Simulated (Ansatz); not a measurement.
Born–Oppenheimer molecular dynamics of a periodic cell of 27 atoms, SiBF₇ (contents 3 BF3 + 3 SiF4, density as packed 1.62 g/cm³ with natural masses). It starts from a partly relaxed structure (largest force component 0.13 eV/Å).

Theory: DFT PBE, scalar-relativistic, plane waves, PAW in Ansatz 0.2.0. Settings: accuracy low, cutoff 420 eV, k mesh 1x1x1, fermi-dirac smearing 0.02 eV, no spin polarisation.

| Item | Value |
| --- | --- |
| ensemble | NVT, Langevin thermostat |
| time step | 1 fs |
| steps asked | 180 |
| set temperature | 700 K |
| friction | 0.02 /fs |
| seed | 827220 |

Frames 2 fs apart, positions in Å, forces in eV/Å.

Velocities at 80.0 fs (Å/ps):

```
B -10.36 -10.56 -1.12
F -4.78 0.05 8.03
F 2.56 -10.72 4.67
F -9.51 4.20 0.72
B -1.61 -5.83 -0.63
F -6.82 -7.08 1.75
F 3.94 3.92 -2.32
F -1.68 2.06 -2.37
B 8.46 -7.53 -7.08
F -0.27 5.16 0.13
F -2.04 -3.26 -2.06
F -1.15 3.06 -4.04
Si -2.95 0.18 7.82
F -7.65 9.31 -6.28
F 3.61 7.00 4.79
F -3.95 -5.38 4.08
F 5.26 7.42 -4.64
Si 3.96 3.75 5.45
F -3.35 4.68 -6.56
F 5.94 -2.02 7.64
F 1.34 9.34 8.91
F 1.23 -2.06 6.60
Si -5.53 6.94 0.42
F -0.69 2.98 -4.88
F -3.63 -1.18 3.56
F 5.21 5.02 6.37
F 0.57 1.61 3.40
```

```xyz
27
Lattice="8.0825 0.0000 0.0000 0.0000 8.0825 0.0000 0.0000 0.0000 8.0825" Properties=species:S:1:pos:R:3:forces:R:3 time_fs=80.0 energy_less_start_eV=0.906 T=595
B 6.307 8.162 3.536 -1.01 0.66 0.02
F 5.853 8.137 4.799 0.70 -0.15 -0.69
F 7.546 8.112 3.139 1.20 -0.12 0.71
F 5.462 8.399 2.549 -0.70 -0.11 -0.05
B 5.814 4.715 4.276 0.60 0.44 1.01
F 6.493 5.537 3.451 -0.77 -0.39 0.40
F 6.013 3.401 4.155 -0.56 0.75 0.16
F 5.154 5.259 5.336 0.60 -0.87 -1.37
B 2.587 6.658 2.606 -0.78 0.09 1.36
F 3.465 5.714 3.003 -0.02 0.84 -0.67
F 1.311 6.260 2.568 0.67 0.14 -0.66
F 2.862 7.969 2.533 0.01 -1.29 -0.25
Si 3.370 2.347 0.168 0.47 -0.03 0.45
F 4.283 2.705 1.451 -0.49 0.03 -1.04
F 1.929 2.105 0.758 -0.20 0.18 -0.04
F 3.369 3.491 -0.929 -0.02 -0.04 0.53
F 3.844 1.030 -0.551 0.48 0.03 0.34
Si 1.068 7.382 6.653 -1.05 2.58 -1.45
F 2.129 6.799 7.588 1.24 -1.18 1.04
F -0.322 7.462 7.415 0.46 0.01 -0.33
F 1.619 8.892 6.321 -1.10 -1.59 -0.05
F 0.874 6.606 5.277 0.22 0.14 0.72
Si 7.040 4.100 0.278 -0.19 -1.43 -0.23
F 8.332 4.359 -0.568 0.64 0.44 -0.24
F 6.165 5.392 0.297 -0.35 0.14 0.16
F 6.333 2.879 -0.469 -0.10 0.51 0.14
F 7.417 3.584 1.712 0.06 0.20 0.07
27
Lattice="8.0825 0.0000 0.0000 0.0000 8.0825 0.0000 0.0000 0.0000 8.0825" Properties=species:S:1:pos:R:3:forces:R:3 time_fs=82.0 energy_less_start_eV=0.997 T=601
B 6.287 8.140 3.533 -0.25 0.90 0.25
F 5.845 8.139 4.815 0.76 -0.23 -1.22
F 7.553 8.092 3.147 0.12 -0.13 0.85
F 5.443 8.410 2.550 -0.43 -0.25 0.12
B 5.811 4.703 4.275 0.41 0.90 1.22
F 6.478 5.525 3.455 -0.53 -0.06 0.09
F 6.017 3.408 4.149 -0.54 0.06 0.19
F 5.153 5.263 5.329 0.53 -0.96 -1.28
B 2.601 6.643 2.598 -1.67 1.08 1.20
F 3.465 5.726 3.004 0.49 0.28 -0.50
F 1.309 6.254 2.564 1.07 0.18 -0.67
F 2.858 7.974 2.525 -0.03 -1.76 -0.26
Si 3.365 2.347 0.184 0.64 -0.09 -0.44
F 4.267 2.724 1.440 -0.07 0.11 -0.47
F 1.937 2.118 0.766 -0.73 0.00 0.18
F 3.359 3.484 -0.920 -0.02 0.08 0.46
F 3.852 1.045 -0.562 0.43 0.06 0.51
Si 1.075 7.391 6.662 -1.68 2.90 -2.10
F 2.122 6.808 7.577 2.02 -1.56 1.67
F -0.310 7.457 7.430 0.34 0.07 -0.30
F 1.621 8.910 6.339 -1.16 -1.70 -0.09
F 0.877 6.602 5.292 0.23 0.25 0.71
Si 7.030 4.115 0.278 0.83 -1.85 0.09
F 8.331 4.367 -0.576 0.31 0.43 -0.03
F 6.158 5.387 0.304 -0.72 0.72 0.16
F 6.340 2.892 -0.454 -0.32 0.21 -0.07
F 7.421 3.590 1.718 -0.03 0.37 -0.26
27
Lattice="8.0825 0.0000 0.0000 0.0000 8.0825 0.0000 0.0000 0.0000 8.0825" Properties=species:S:1:pos:R:3:forces:R:3 time_fs=84.0 energy_less_start_eV=1.172 T=607
B 6.265 8.118 3.534 0.36 1.18 0.21
F 5.842 8.135 4.832 0.74 -0.31 -1.63
F 7.556 8.072 3.157 -0.84 -0.15 0.93
F 5.421 8.424 2.549 -0.04 -0.44 0.49
B 5.808 4.697 4.280 0.34 0.97 1.11
F 6.460 5.511 3.458 -0.24 0.34 -0.29
F 6.020 3.414 4.142 -0.53 -0.45 0.27
F 5.155 5.269 5.316 0.30 -0.92 -0.87
B 2.606 6.631 2.596 -2.26 1.99 0.96
F 3.467 5.743 3.003 1.03 -0.32 -0.26
F 1.310 6.247 2.560 1.14 0.14 -0.67
F 2.852 7.976 2.519 -0.07 -2.02 -0.25
Si 3.361 2.346 0.202 0.93 0.02 -1.47
F 4.253 2.745 1.430 0.39 0.21 0.16
F 1.948 2.130 0.772 -1.48 -0.20 0.51
F 3.349 3.478 -0.910 -0.02 0.15 0.45
F 3.858 1.064 -0.573 0.42 -0.03 0.62
Si 1.078 7.404 6.668 -2.23 3.00 -2.70
F 2.114 6.815 7.564 2.72 -1.91 2.23
F -0.299 7.450 7.442 0.17 0.14 -0.24
F 1.618 8.924 6.357 -1.17 -1.67 -0.15
F 0.876 6.596 5.305 0.25 0.40 0.74
Si 7.024 4.129 0.279 1.57 -2.25 0.33
F 8.331 4.376 -0.582 0.05 0.42 0.14
F 6.146 5.383 0.305 -0.99 1.17 0.18
F 6.344 2.901 -0.438 -0.46 0.01 -0.23
F 7.425 3.594 1.724 -0.10 0.53 -0.55
27
Lattice="8.0825 0.0000 0.0000 0.0000 8.0825 0.0000 0.0000 0.0000 8.0825" Properties=species:S:1:pos:R:3:forces:R:3 time_fs=86.0 energy_less_start_eV=1.339 T=548
B 6.237 8.102 3.538 1.02 1.34 0.01
F 5.838 8.125 4.846 0.63 -0.34 -1.85
F 7.556 8.053 3.167 -1.72 -0.12 0.99
F 5.396 8.434 2.548 0.32 -0.60 0.84
B 5.808 4.689 4.294 0.48 0.96 0.51
F 6.444 5.496 3.459 -0.01 0.60 -0.52
F 6.020 3.416 4.138 -0.50 -0.87 0.38
F 5.159 5.276 5.297 -0.10 -0.73 -0.14
B 2.602 6.626 2.595 -2.29 2.40 0.85
F 3.468 5.758 3.005 1.33 -0.65 -0.12
F 1.316 6.240 2.553 0.86 0.04 -0.68
F 2.843 7.975 2.520 -0.09 -2.00 -0.27
Si 3.356 2.348 0.217 1.44 0.11 -2.46
F 4.240 2.765 1.422 0.82 0.34 0.73
F 1.960 2.143 0.776 -2.38 -0.42 0.87
F 3.338 3.474 -0.903 -0.02 0.22 0.42
F 3.870 1.083 -0.579 0.38 -0.10 0.70
Si 1.077 7.419 6.670 -2.20 2.74 -2.90
F 2.112 6.821 7.554 2.97 -2.00 2.38
F -0.287 7.440 7.452 -0.14 0.22 -0.11
F 1.613 8.935 6.373 -1.14 -1.53 -0.22
F 0.872 6.590 5.318 0.26 0.52 0.71
Si 7.022 4.143 0.280 2.09 -2.45 0.53
F 8.337 4.387 -0.589 -0.24 0.38 0.34
F 6.134 5.383 0.301 -1.10 1.39 0.18
F 6.347 2.911 -0.422 -0.53 -0.14 -0.37
F 7.424 3.596 1.732 -0.13 0.69 -0.82
27
Lattice="8.0825 0.0000 0.0000 0.0000 8.0825 0.0000 0.0000 0.0000 8.0825" Properties=species:S:1:pos:R:3:forces:R:3 time_fs=88.0 energy_less_start_eV=1.447 T=445
B 6.204 8.093 3.544 1.91 1.32 -0.08
F 5.835 8.116 4.858 0.45 -0.32 -1.90
F 7.554 8.038 3.179 -2.47 -0.07 1.04
F 5.376 8.441 2.550 0.37 -0.64 0.94
B 5.805 4.682 4.307 0.80 0.78 -0.27
F 6.429 5.485 3.460 0.14 0.69 -0.67
F 6.020 3.412 4.137 -0.51 -1.01 0.50
F 5.165 5.285 5.277 -0.58 -0.50 0.68
B 2.596 6.629 2.595 -2.06 2.22 0.81
F 3.467 5.769 3.007 1.42 -0.74 -0.06
F 1.323 6.237 2.543 0.44 -0.08 -0.68
F 2.832 7.969 2.522 -0.02 -1.61 -0.29
Si 3.351 2.349 0.224 1.87 0.13 -2.95
F 4.227 2.785 1.415 1.10 0.42 1.08
F 1.968 2.151 0.781 -3.01 -0.59 1.11
F 3.329 3.469 -0.895 -0.04 0.37 0.26
F 3.885 1.098 -0.583 0.32 -0.17 0.75
Si 1.074 7.436 6.670 -1.74 2.09 -2.71
F 2.112 6.822 7.551 2.78 -1.81 2.15
F -0.276 7.426 7.458 -0.48 0.32 0.06
F 1.607 8.944 6.388 -1.07 -1.30 -0.31
F 0.866 6.583 5.330 0.29 0.66 0.67
Si 7.024 4.151 0.284 2.30 -2.34 0.54
F 8.344 4.399 -0.592 -0.49 0.31 0.52
F 6.123 5.382 0.297 -1.04 1.37 0.19
F 6.350 2.917 -0.409 -0.55 -0.24 -0.46
F 7.423 3.597 1.738 -0.12 0.77 -0.93
27
Lattice="8.0825 0.0000 0.0000 0.0000 8.0825 0.0000 0.0000 0.0000 8.0825" Properties=species:S:1:pos:R:3:forces:R:3 time_fs=90.0 energy_less_start_eV=1.408 T=492
B 6.176 8.090 3.550 2.57 1.18 -0.11
F 5.835 8.105 4.867 0.25 -0.27 -1.85
F 7.550 8.021 3.197 -2.91 0.02 0.98
F 5.359 8.446 2.553 0.37 -0.63 0.97
B 5.798 4.678 4.317 1.31 0.26 -1.15
F 6.415 5.477 3.453 0.14 0.59 -0.63
F 6.022 3.401 4.135 -0.61 -0.60 0.66
F 5.170 5.296 5.260 -1.00 -0.28 1.37
B 2.582 6.644 2.596 -1.36 1.30 0.90
F 3.466 5.778 3.007 1.16 -0.48 -0.14
F 1.330 6.234 2.527 -0.10 -0.20 -0.67
F 2.821 7.960 2.525 0.08 -0.83 -0.31
Si 3.349 2.352 0.226 1.82 0.11 -2.90
F 4.216 2.800 1.414 1.22 0.44 1.23
F 1.966 2.160 0.785 -3.05 -0.67 1.10
F 3.319 3.468 -0.890 -0.04 0.51 0.08
F 3.899 1.110 -0.580 0.27 -0.24 0.73
Si 1.071 7.456 6.666 -0.96 0.93 -1.91
F 2.117 6.816 7.556 2.08 -1.29 1.49
F -0.267 7.409 7.463 -0.73 0.43 0.17
F 1.597 8.948 6.399 -0.90 -0.84 -0.41
F 0.863 6.577 5.344 0.30 0.73 0.53
Si 7.028 4.153 0.287 2.20 -1.87 0.56
F 8.345 4.411 -0.593 -0.55 0.26 0.56
F 6.111 5.381 0.291 -0.87 1.15 0.19
F 6.354 2.921 -0.396 -0.62 -0.44 -0.59
F 7.424 3.603 1.739 -0.07 0.75 -0.85
27
Lattice="8.0825 0.0000 0.0000 0.0000 8.0825 0.0000 0.0000 0.0000 8.0825" Properties=species:S:1:pos:R:3:forces:R:3 time_fs=92.0 energy_less_start_eV=1.315 T=565
B 6.153 8.093 3.558 2.88 1.00 -0.19
F 5.835 8.095 4.876 0.05 -0.20 -1.72
F 7.539 8.007 3.220 -3.05 0.11 0.87
F 5.344 8.448 2.557 0.41 -0.60 1.04
B 5.790 4.677 4.318 1.67 -0.37 -1.74
F 6.403 5.470 3.442 0.14 0.47 -0.61
F 6.020 3.386 4.135 -0.71 -0.03 0.78
F 5.170 5.304 5.246 -1.27 -0.11 1.82
B 2.563 6.658 2.602 -0.30 0.37 0.95
F 3.469 5.787 3.007 0.73 -0.13 -0.23
F 1.336 6.237 2.510 -0.85 -0.45 -0.64
F 2.809 7.952 2.525 0.19 -0.01 -0.29
Si 3.350 2.357 0.220 1.33 0.01 -2.17
F 4.205 2.816 1.417 1.16 0.38 1.11
F 1.958 2.165 0.792 -2.47 -0.65 0.82
F 3.311 3.467 -0.886 -0.06 0.74 -0.21
F 3.915 1.120 -0.577 0.23 -0.34 0.66
Si 1.066 7.478 6.657 -0.26 -0.58 -0.76
F 2.125 6.804 7.563 1.18 -0.60 0.67
F -0.261 7.390 7.470 -0.74 0.55 0.14
F 1.585 8.947 6.404 -0.66 -0.18 -0.54
F 0.862 6.571 5.357 0.30 0.80 0.36
Si 7.034 4.152 0.287 1.81 -1.05 0.63
F 8.344 4.420 -0.591 -0.46 0.22 0.49
F 6.098 5.381 0.288 -0.54 0.75 0.17
F 6.354 2.927 -0.382 -0.75 -0.77 -0.80
F 7.421 3.611 1.738 0.04 0.67 -0.64
27
Lattice="8.0825 0.0000 0.0000 0.0000 8.0825 0.0000 0.0000 0.0000 8.0825" Properties=species:S:1:pos:R:3:forces:R:3 time_fs=94.0 energy_less_start_eV=1.253 T=625
B 6.144 8.095 3.567 2.60 0.89 -0.19
F 5.833 8.088 4.888 -0.05 -0.12 -1.75
F 7.522 7.993 3.246 -2.84 0.18 0.68
F 5.330 8.447 2.560 0.59 -0.62 1.25
B 5.788 4.675 4.313 1.63 -0.61 -1.75
F 6.396 5.467 3.429 0.11 0.28 -0.50
F 6.015 3.369 4.140 -0.73 0.50 0.80
F 5.168 5.312 5.237 -1.17 -0.23 1.72
B 2.545 6.669 2.612 0.72 -0.31 0.90
F 3.475 5.797 3.007 0.27 0.17 -0.27
F 1.340 6.239 2.485 -1.50 -0.70 -0.59
F 2.798 7.947 2.523 0.25 0.63 -0.23
Si 3.352 2.361 0.207 0.65 -0.06 -0.85
F 4.193 2.831 1.423 0.96 0.24 0.78
F 1.946 2.170 0.801 -1.62 -0.59 0.41
F 3.302 3.467 -0.880 -0.08 1.10 -0.65
F 3.930 1.132 -0.578 0.26 -0.54 0.51
Si 1.060 7.499 6.643 0.33 -2.27 0.63
F 2.135 6.790 7.577 0.23 0.15 -0.24
F -0.255 7.374 7.480 -0.64 0.67 0.01
F 1.574 8.947 6.409 -0.37 0.60 -0.70
F 0.860 6.564 5.367 0.29 0.85 0.18
Si 7.041 4.144 0.289 1.39 0.10 0.61
F 8.345 4.426 -0.586 -0.41 0.17 0.42
F 6.086 5.382 0.290 -0.12 0.22 0.15
F 6.352 2.931 -0.364 -0.93 -1.19 -1.06
F 7.422 3.622 1.734 0.17 0.51 -0.27
```

Of the whole run (180 fs, mean temperature of the second half 624 K): The mean temperature of the second half is 11 % below the set value. A run of 0.18 ps of so small a system gives no equilibrium averages. Limits of this set-up: coarse k mesh, low accuracy level.

The run took 11 min on 1 thread of Arm Neoverse V1 (shared host), peak memory 0.54 GiB.
